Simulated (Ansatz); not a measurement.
CH$_{6}$Cl$_{2}$InP, SMILES `[CH3][In-]([PH3+])([Cl])[Cl]` at its PBE0-D4/def2-TZVP geometry, where that method's forces vanish. The species carries charge 0 and has multiplicity 1. In takes the def2 core potential.

```xyz
11

C    -1.7707    0.5691    1.1873
In   -0.5824   -0.8072    0.0727
P     1.7392    0.3138   -0.8881
Cl    0.7078   -2.4806    1.1268
Cl   -1.1432   -1.4381   -2.1327
H    -2.6501    0.0493    1.5674
H    -2.0883    1.3872    0.5415
H    -1.1939    0.9575    2.0261
H     1.7590    1.3495   -1.8451
H     2.4448   -0.6689   -1.6065
H     2.7779    0.7684   -0.0495
```

(1) What forces (eV/Å) does PBE-D4/def2-TZVPP give on these atoms in the Gaussian-basis code of Ansatz? (Estimate.)

Results:

(1) The calculation gave: 
```
C1  -0.036  0.059  0.038
In2 -0.043  0.066  0.045
P3  -0.277 -0.066  0.138
Cl4  0.153 -0.188  0.120
Cl5 -0.061 -0.070 -0.255
H6  -0.155 -0.112  0.061
H7  -0.049  0.142 -0.130
H8   0.118  0.061  0.148
H9   0.043  0.157 -0.154
H10  0.121 -0.125 -0.109
H11  0.188  0.075  0.098
```
